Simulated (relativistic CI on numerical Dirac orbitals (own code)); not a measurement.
# Line list: Forbidden lines, Os XIX

Method of calculation: Dirac-Coulomb-Breit CI, KLI orbitals optimised for each configuration, a model potential for QED, unscaled Slater integrals (own radial code, finite nucleus).

Configuration list (outside the closed core [Ar] 3d10 4s2): 4p⁶4d¹⁰4f¹², 4p⁶4d¹⁰4f¹¹5s, 4p⁶4d¹⁰4f¹⁰5s², 4p⁶4d¹⁰4f¹⁰5s5p, 4p⁶4d¹⁰4f¹¹5p, 4p⁶4d¹⁰4f¹⁰5p², 4p⁶4d¹⁰4f¹⁰5s5d, 4p⁶4d⁹4f¹³, 4p⁶4d¹⁰4f¹¹5d, 4p⁶4d⁹4f¹¹5s², 4p⁶4d⁸4f¹⁴, 4p⁶4d¹⁰4f¹¹6s, 4p⁶4d¹⁰4f¹¹5f, 4p⁶4d¹⁰4f¹¹6p, 4p⁶4d⁹4f¹²5s, 4p⁵4d¹⁰4f¹³, 4p⁶4d¹⁰4f¹¹6d, 4p⁶4d¹⁰4f¹¹5g, 4p⁶4d⁹4f¹²5p, 4p⁶4d¹⁰4f¹¹7s, 4p⁶4d¹⁰4f¹¹6g, 4p⁶4d¹⁰4f¹¹7d, 4p⁴4d¹⁰4f¹⁴, 4p⁵4d¹⁰4f¹²5s, 4p⁵4d⁹4f¹⁴. Levels of other configurations are missing.

```csv
λ vac (Å),Lower,Upper,Type,A (s⁻¹),log gf
1407.8,4p⁶4d¹⁰4f¹² ³H6 [1],4p⁶4d¹⁰4f¹² ¹I6 [11],M1,1.48e+02,-6.24
1430.6,4p⁶4d¹⁰4f¹² ³P1 [13],4p⁶4d¹⁰4f¹² ¹S0 [52],M1,2.05e+03,-6.20
1448.2,4p⁶4d¹⁰4f¹¹5s ⁵I°6 [15],4p⁶4d¹⁰4f¹¹5s ³I°6 [58],M1,4.73e+01,-6.71
1576.1,4p⁶4d¹⁰4f¹¹5s ⁵I°8 [9],4p⁶4d¹⁰4f¹¹5s ³K°8 [32],M1,3.55e+02,-5.65
1760.6,4p⁶4d¹⁰4f¹¹5s ³H°6 [20],4p⁶4d¹⁰4f¹¹5s ³I°6 [58],M1,5.12e+01,-6.51
1770.9,4p⁶4d¹⁰4f¹¹5s ⁵I°7 [12],4p⁶4d¹⁰4f¹¹5s ³K°7 [37],M1,2.56e+02,-5.74
1834.0,4p⁶4d¹⁰4f¹¹5s ⁵I°7 [12],4p⁶4d¹⁰4f¹¹5s ³H°6 [35],M1,1.08e+02,-6.15
1838.7,4p⁶4d¹⁰4f¹¹5s ⁵I°6 [15],4p⁶4d¹⁰4f¹¹5s ³K°6 [42],M1,4.25e+01,-6.55
1978.9,4p⁶4d¹⁰4f¹¹5s ⁵I°5 [16],4p⁶4d¹⁰4f¹¹5s ³G°4 [43],M1,6.25e+01,-6.48
2009.6,4p⁶4d¹⁰4f¹² ³H5 [3],4p⁶4d¹⁰4f¹² ¹I6 [11],M1,3.74e+01,-6.53
2047.2,4p⁶4d¹⁰4f¹² ³F3 [6],4p⁶4d¹⁰4f¹² ³P2 [14],M1,3.15e+02,-6.00
2217.1,4p⁶4d¹⁰4f¹² ³F2 [5],4p⁶4d¹⁰4f¹² ³P1 [13],M1,9.75e+01,-6.67
2301.0,4p⁶4d¹⁰4f¹¹5s ⁵I°6 [15],4p⁶4d¹⁰4f¹¹5s ³K°7 [37],M1,3.65e+01,-6.36
2608.5,4p⁶4d¹⁰4f¹¹5s ⁵I°6 [15],4p⁶4d¹⁰4f¹¹5s ⁵G°5 [30],M1,1.66e+02,-5.73
2740.9,4p⁶4d¹⁰4f¹¹5s ³I°7 [17],4p⁶4d¹⁰4f¹¹5s ³H°6 [35],M1,3.69e+02,-5.27
2889.3,4p⁶4d¹⁰4f¹¹5s ³I°7 [17],4p⁶4d¹⁰4f¹¹5s ³K°8 [32],M1,4.04e+01,-6.07
2958.6,4p⁶4d¹⁰4f¹¹5s ⁵I°5 [18],4p⁶4d¹⁰4f¹¹5s ⁵G°4 [36],M1,8.11e+01,-6.02
2967.3,4p⁶4d¹⁰4f¹¹5s ³H°6 [35],4p⁶4d¹⁰4f¹¹5s ¹H°5 [62],M1,4.02e+02,-5.23
3200.2,4p⁶4d¹⁰4f¹¹5s ⁵I°4 [19],4p⁶4d¹⁰4f¹¹5s ³G°3 [33],M1,1.22e+02,-5.88
3288.7,4p⁶4d¹⁰4f¹¹5s ⁵F°3 [26],4p⁶4d¹⁰4f¹¹5s ³F°2 [48],M1,1.76e+02,-5.85
3404.0,4p⁶4d¹⁰4f¹¹5s ⁵I°6 [15],4p⁶4d¹⁰4f¹¹5s ³H°5 [28],M1,2.39e+02,-5.34
3467.8,4p⁶4d¹⁰4f¹¹5s ⁵I°8 [9],4p⁶4d¹⁰4f¹¹5s ³I°7 [17],M1,2.79e+02,-5.12
3554.7,4p⁶4d¹⁰4f¹² ³H5 [3],4p⁶4d¹⁰4f¹² ³H4 [7],M1,3.59e+02,-5.21
3684.7,4p⁶4d¹⁰4f¹¹5s ⁵F°4 [22],4p⁶4d¹⁰4f¹¹5s ³F°4 [39],M1,1.84e+02,-5.47
3700.6,4p⁶4d¹⁰4f¹² ³F2 [5],4p⁶4d¹⁰4f¹² ³P2 [8],M1,1.51e+02,-5.81
3701.0,4p⁶4d¹⁰4f¹¹5s ⁵I°5 [16],4p⁶4d¹⁰4f¹¹5s ⁵F°4 [29],M1,1.74e+02,-5.49
3833.6,4p⁶4d¹⁰4f¹¹5s ³H°6 [20],4p⁶4d¹⁰4f¹¹5s ⁵G°5 [30],M1,6.43e+01,-5.81
3938.5,4p⁶4d¹⁰4f¹¹5s ³H°5 [28],4p⁶4d¹⁰4f¹¹5s ³G°4 [43],M1,1.25e+02,-5.58
3958.7,4p⁶4d¹⁰4f¹¹5s ⁵I°7 [12],4p⁶4d¹⁰4f¹¹5s ³H°6 [20],M1,1.23e+02,-5.42
3975.0,4p⁶4d¹⁰4f¹² ³F3 [6],4p⁶4d¹⁰4f¹² ³P2 [8],M1,1.75e+02,-5.68
4082.4,4p⁶4d¹⁰4f¹¹5s ⁵S°2 [21],4p⁶4d¹⁰4f¹¹5s ³F°2 [34],M1,1.15e+02,-5.84
4221.3,4p⁶4d¹⁰4f¹² ³P2 [8],4p⁶4d¹⁰4f¹² ³P2 [14],M1,1.78e+02,-5.62
4235.6,4p⁶4d¹⁰4f¹² ³F4 [2],4p⁶4d¹⁰4f¹² ³F3 [6],M1,2.01e+02,-5.42
4455.1,4p⁶4d¹⁰4f¹¹5s ³I°7 [17],4p⁶4d¹⁰4f¹¹5s ³I°6 [25],M1,2.05e+02,-5.10
4573.4,4p⁶4d¹⁰4f¹¹5s ³I°6 [25],4p⁶4d¹⁰4f¹¹5s ³I°5 [40],M1,1.87e+02,-5.19
4692.8,4p⁶4d¹⁰4f¹¹5s ⁵I°5 [18],4p⁶4d¹⁰4f¹¹5s ³H°5 [28],M1,6.67e+01,-5.62
4701.9,4p⁶4d¹⁰4f¹² ³H6 [1],4p⁶4d¹⁰4f¹² ³H5 [3],M1,2.52e+02,-5.04
4708.5,4p⁶4d¹⁰4f¹¹5s ⁵I°5 [16],4p⁶4d¹⁰4f¹¹5s ¹H°5 [24],M1,5.53e+01,-5.69
4918.5,4p⁶4d¹⁰4f¹² ³F4 [2],4p⁶4d¹⁰4f¹² ³H4 [4],M1,9.40e+01,-5.51
5004.3,4p⁶4d¹⁰4f¹² ³H4 [4],4p⁶4d¹⁰4f¹² ³H4 [7],M1,7.66e+01,-5.59
5762.8,4p⁶4d¹⁰4f¹¹5s ³H°5 [28],4p⁶4d¹⁰4f¹¹5s ³F°4 [39],M1,1.28e+02,-5.24
5839.0,4p⁶4d¹⁰4f¹¹5s ³H°6 [20],4p⁶4d¹⁰4f¹¹5s ³H°5 [28],M1,1.22e+02,-5.16
7686.6,4p⁶4d¹⁰4f¹¹5s ⁵I°7 [12],4p⁶4d¹⁰4f¹¹5s ⁵I°6 [15],M1,1.19e+02,-4.86
8678.7,4p⁶4d¹⁰4f¹¹5s ⁵I°5 [18],4p⁶4d¹⁰4f¹¹5s ⁵F°4 [22],M1,5.55e+01,-5.25
9262.1,4p⁶4d¹⁰4f¹¹5s ⁵I°8 [9],4p⁶4d¹⁰4f¹¹5s ⁵I°7 [12],M1,4.17e+01,-5.09
```

Terms are leading LS components. Brackets give the number of a level in order of energy, since labels repeat. The list gives strong lines, with weight on those to low levels, among the lowest 400 of 9815 levels, so that lines to higher ones, which can be the strongest, are missing. Levels whose partners in the same complex of configurations lie outside the list can be far off, and so can their lines. Rates are taken at the computed energies, electric ones in the length gauge.

At this charge transitions that keep the count of f electrons are usually good to a few per cent. Terms inside the open d or f shell come out 10 to 20 % too wide with unscaled integrals. Levels that differ in their count of f electrons can be misplaced by several ten thousand cm⁻¹, since the correlation energy of f electrons is missing or only estimated; rates across such gaps can be off by orders of magnitude.

LS names give the leading component of a level, which can be under half, so a name can repeat, a term be missing and a line seem to break the LS rules.
